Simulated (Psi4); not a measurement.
disilazane (H7NSi2), singlet, geometry from GFN2-xTB; BLYP/6-31G (Psi4).

Here is a job for Psi4.
```
memory 2 GB

molecule mol {
0 1
  Si    1.493033   -0.294674    0.377757
  N     0.071777   -0.112458   -0.595000
  Si   -1.522670    0.358034   -0.109403
  H     2.600860   -0.448419   -0.566127
  H     1.616449    0.914355    1.188042
  H     1.410228   -1.470968    1.253170
  H     0.117434   -0.570145   -1.490852
  H    -2.189297   -0.691900    0.671698
  H    -2.257680    0.603145   -1.350981
  H    -1.385520    1.564090    0.703100
}

set basis 6-31g
set reference rks

energy('blyp')
print_variables()
```

What does Psi4 print? Leave out banner, timings and long lists.


```
   => Loading Basis Set <=

    Name: 6-31G
    Role: ORBITAL
    Keyword: BASIS

         ---------------------------------------------------------
                                   SCF
               by Justin Turney, Rob Parrish, Andy Simmonett
                          and Daniel G. A. Smith
                              RKS Reference
         ---------------------------------------------------------

  ==> Geometry <==

    Molecular point group: c1
    Full point group: C1

    Geometry (in Angstrom), charge = 0, multiplicity = 1:

       Center              X                  Y                   Z               Mass
    ------------   -----------------  -----------------  -----------------  -----------------
         SI           1.491893750059    -0.295936627615     0.383118079844    27.976926534650
         N            0.070637750059    -0.113720627615    -0.589638920156    14.003074004430
         SI          -1.523809249941     0.356771372385    -0.104041920156    27.976926534650
         H            2.599720750059    -0.449681627615    -0.560765920156     1.007825032230
         H            1.615309750059     0.913092372385     1.193403079844     1.007825032230
         H            1.409088750059    -1.472230627615     1.258531079844     1.007825032230
         H            0.116294750059    -0.571407627615    -1.485490920156     1.007825032230
         H           -2.190436249941    -0.693162627615     0.677059079844     1.007825032230
         H           -2.258819249941     0.601882372385    -1.345619920156     1.007825032230
         H           -1.386659249941     1.562827372385     0.708461079844     1.007825032230

  Running in c1 symmetry.

  Rotational constants: A =      0.83290  B =      0.10098  C =      0.09601 [cm^-1]
  Rotational constants: A =  24969.70646  B =   3027.29537  C =   2878.45099 [MHz]
  Nuclear repulsion =  157.314168129139688

  Charge       = 0
  Multiplicity = 1
  Electrons    = 42
  Nalpha       = 21
  Nbeta        = 21

  ==> Algorithm <==

  SCF Algorithm Type is DF.
  DIIS enabled.
  MOM disabled.
  Fractional occupation disabled.
  Guess Type is SAD.
  Energy threshold   = 1.00e-06
  Density threshold  = 1.00e-06
  Integral threshold = 1.00e-12

  ==> Primary Basis <==

  Basis Set: 6-31G
    Blend: 6-31G
    Number of shells: 33
    Number of basis functions: 49
    Number of Cartesian functions: 49
    Spherical Harmonics?: false
    Max angular momentum: 1

  ==> DFT Potential <==

   => LibXC <=

    Version 7.1.2
    S. Lehtola, C. Steigemann, M. J. T. Oliveira, and M. A. L. Marques,  SoftwareX 7, 1–5 (2018) (10.1016/j.softx.2017.11.002)

   => Composite Functional: BLYP <=

    BLYP GGA Exchange-Correlation Functional

    P.J. Stephens et. al., J. Phys. Chem., 98, 11623-11627, 1994
    B. Miehlich et. al., Chem. Phys. Lett., 157(3), 200-206 1989

    Deriv               =              1
    GGA                 =           TRUE
    Meta                =          FALSE

    Exchange Hybrid     =          FALSE
    MP2 Hybrid          =          FALSE

   => Exchange Functionals <=

    1.0000     XC_GGA_X_B88

   => Correlation Functionals <=

    1.0000     XC_GGA_C_LYP

   => LibXC Density Thresholds  <==

    XC_GGA_C_LYP:  1.00E-14
    XC_GGA_X_B88:  1.00E-15

   => Molecular Quadrature <=

    Radial Scheme          =       TREUTLER
    Pruning Scheme         =           NONE
    Nuclear Scheme         =       TREUTLER

    Blocking Scheme        =         OCTREE
    BS radius alpha        =              1
    Pruning alpha          =              1
    Radial Points          =             75
    Spherical Points       =            302
    Total Points           =         215851
    Total Blocks           =           1634
    Max Points             =            256
    Max Functions          =             48
    Weights Tolerance      =       1.00E-15

   => Loading Basis Set <=

    Name: (6-31G AUX)
    Role: JKFIT
    Keyword: DF_BASIS_SCF

  ==> Integral Setup <==

  SCF_SUBTYPE=INCORE selected. In-core MEM_DF algorithm will be used.
  Using in-core AOs.

  ==> MemDFJK: Density-Fitted J/K Matrices <==

    J tasked:                   Yes
    K tasked:                    No
    wK tasked:                   No
    Algorithm:                 Core
    Schwarz Cutoff:           1E-12
    Mask sparsity (%):       1.3328
    Fitting Condition:        1E-10

   => Auxiliary Basis Set <=

  Basis Set: (6-31G AUX)
    Blend: CC-PVDZ-JKFIT
    Number of shells: 159
    Number of basis functions: 516
    Number of Cartesian functions: 516
    Spherical Harmonics?: false
    Max angular momentum: 3

  Minimum eigenvalue in the overlap matrix is 1.2926060600E-02.
  Reciprocal condition number of the overlap matrix is 2.7610309256E-03.
    Using symmetric orthogonalization.

  ==> Pre-Iterations <==

  SCF Guess: Superposition of Atomic Densities via on-the-fly atomic UHF (no occupation information).

   -------------------------
    Irrep   Nso     Nmo
   -------------------------
     A         49      49
   -------------------------
    Total      49      49
   -------------------------

  ==> Iterations <==

                           Total Energy        Delta E     RMS |[F,P]|

   @DF-RKS iter SAD:  -637.42787662998580   -6.37428e+02   0.00000e+00
   @DF-RKS iter   1:  -637.37544988183822    5.24267e-02   1.89988e-02 DIIS/ADIIS
   @DF-RKS iter   2:  -635.52116896220753    1.85428e+00   3.71863e-02 DIIS/ADIIS
   @DF-RKS iter   3:  -637.77759507744270   -2.25643e+00   2.32614e-03 DIIS/ADIIS
   @DF-RKS iter   4:  -637.78481058162527   -7.21550e-03   6.16419e-04 DIIS/ADIIS
   @DF-RKS iter   5:  -637.78557904158038   -7.68460e-04   1.30987e-04 DIIS/ADIIS
   @DF-RKS iter   6:  -637.78560929407286   -3.02525e-05   4.20153e-05 DIIS
   @DF-RKS iter   7:  -637.78561139915257   -2.10508e-06   8.35713e-06 DIIS
   @DF-RKS iter   8:  -637.78561149537109   -9.62185e-08   1.90951e-06 DIIS
   @DF-RKS iter   9:  -637.78561149974519   -4.37410e-09   3.19703e-07 DIIS
  Energy and wave function converged.

  ==> Post-Iterations <==

   Electrons on quadrature grid:
      Ntotal   =   42.0000104071 ; deviation = 1.041e-05

    Orbital Energies [Eh]
    ---------------------

    Doubly Occupied:

       1A    -65.486376     2A    -65.486374     3A    -13.989614
       4A     -5.075076     5A     -5.075070     6A     -3.494123
       7A     -3.494122     8A     -3.492765     9A     -3.492763
      10A     -3.492142    11A     -3.492142    12A     -0.754163
      13A     -0.505123    14A     -0.481750    15A     -0.393041
      16A     -0.336554    17A     -0.329262    18A     -0.304098
      19A     -0.302871    20A     -0.297536    21A     -0.194914

    Virtual:

      22A     -0.007926    23A      0.044832    24A      0.048090
      25A      0.064469    26A      0.090157    27A      0.095049
      28A      0.103510    29A      0.106932    30A      0.131507
      31A      0.185957    32A      0.199151    33A      0.199307
      34A      0.220624    35A      0.230782    36A      0.277953
      37A      0.328649    38A      0.367512    39A      0.744032
      40A      0.772242    41A      0.857646    42A      0.882084
      43A      0.896897    44A      0.937055    45A      0.945815
      46A      0.952254    47A      1.006765    48A      1.033525
      49A      1.228344

    Final Occupation by Irrep:
              A
    DOCC [    21 ]
    NA   [    21 ]
    NB   [    21 ]

  @DF-RKS Final Energy:  -637.78561149974519

   => Energetics <=

    Nuclear Repulsion Energy =            157.3141681291396878
    One-Electron Energy =               -1193.5690614306240604
    Two-Electron Energy =                 449.8404073845884454
    DFT Exchange-Correlation Energy =     -51.3711255828491957
    Empirical Dispersion Energy =           0.0000000000000000
    VV10 Nonlocal Energy =                  0.0000000000000000
    Total Energy =                       -637.7856114997451868

Computation Completed

Properties will be evaluated at   0.000000,   0.000000,   0.000000 [a0]

Properties computed using the SCF density matrix

 Multipole Moments:

 ------------------------------------------------------------------------------------
     Multipole            Electronic (a.u.)      Nuclear  (a.u.)        Total (a.u.)
 ------------------------------------------------------------------------------------

 L = 1.  Multiply by 2.5417464519 to convert [e a0] to [Debye]
 Dipole X            :          0.0804581           -0.0904300           -0.0099719
 Dipole Y            :         -0.0955540           -0.1002280           -0.1957819
 Dipole Z            :         -0.6261008            0.4255122           -0.2005886
 Magnitude           :                                                    0.2804742

 ------------------------------------------------------------------------------------

  Variable Map:
  ----------------------------------------------------------------------------
  "CURRENT ENERGY"              =>    -637.785611499745
  "CURRENT REFERENCE ENERGY"    =>    -637.785611499745
  "DD SOLVATION ENERGY"         =>       0.000000000000
  "DFT FUNCTIONAL TOTAL ENERGY" =>    -637.785611499745
  "DFT TOTAL ENERGY"            =>    -637.785611499745
  "DFT VV10 ENERGY"             =>       0.000000000000
  "DFT XC ENERGY"               =>     -51.371125582849
  "GRID ELECTRONS ALPHA"        =>      21.000005203565
  "GRID ELECTRONS BETA"         =>      21.000005203565
  "GRID ELECTRONS TOTAL"        =>      42.000010407129
  "NUCLEAR REPULSION ENERGY"    =>     157.314168129140
  "ONE-ELECTRON ENERGY"         =>   -1193.569061430624
  "PCM POLARIZATION ENERGY"     =>       0.000000000000
  "PE ENERGY"                   =>       0.000000000000
  "SCF ITERATION ENERGY"        =>    -637.785611499745
  "SCF ITERATIONS"              =>       9.000000000000
  "SCF TOTAL ENERGY"            =>    -637.785611499745
  "TWO-ELECTRON ENERGY"         =>     449.840407384588
  "XC GRID RADIAL POINTS"       =>      75.000000000000
  "XC GRID SPHERICAL POINTS"    =>     302.000000000000
  "XC GRID TOTAL POINTS"        =>  215851.000000000000

  Array Variable Map:
  ----------------------------------------------------------------------------
  "CURRENT DIPOLE"              =>      -0.009971947369 ... -0.200588612727 1 by 3
  "SCF DIPOLE"                  =>      -0.009971947369 ... -0.200588612727 1 by 3
  "SCF TOTAL ENERGIES"          =>    -637.427876629986 ... -637.785611499745 1 by 10
```
